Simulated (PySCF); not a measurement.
ZrOF₂, SMILES [F][Zr](=[O])[F], multiplicity 1. Coordinates come from a PBE-D3(BJ)/def2-TZVP optimisation. The multiplicity is an assumed one; other spin states were not compared. The def2 effective core potentials stand for the cores of Zr; spin–orbit coupling is left out.

Computed with PySCF with PBE-D3(BJ)/def2-TZVP.

Harmonic wavenumbers (cm⁻¹): 113, 180, 233, 610, 629, 932. Rotational constants (GHz): 6.157, 4.419, 2.829; symmetry number 1.

Work out the zero-point energy and the ideal-gas rigid-rotor harmonic-oscillator thermochemistry at 298.15 K and 1 atm.

ZPE = ½ Σ hcν = ½ × 2696 cm⁻¹ = 3.85 kcal/mol. H − E(el) = 7.58 kcal/mol. Entropy in cal/(mol K): translation 40.83, rotation 25.84, vibration 8.37, total 75.03. G − E(el) = -14.79 kcal/mol. Cp = 15.99 cal/(mol K). Modes under 150 cm⁻¹ make the vibrational entropy uncertain.
